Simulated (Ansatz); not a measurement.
Energy landscape of H3Al, singlet: umbrella (inversion) coordinate, bond length relaxed. Scanned: angle between the Al-H bonds and the threefold axis (90 = planar). Other coordinates (Al-H bond length) were minimised at PBE0/def2-TZVP.

Method: full CI/def2-SVP, frozen core in Ansatz (an electronic-structure program).

Scanned values (°): 90, 92.51, 96.41, 98.90, 102.27, 104.26, 107.37, 111.30, 114.61, 116.92, 119.29, 122.79, 125.79, 128.43, 132.

Describe the profile: where are the wells and the tops?

Lower than their neighbours: 90° (0.000 eV, end of the scan). Higher than their neighbours: 132° (3.741 eV, end of the scan). The whole profile spans 3.741 eV.
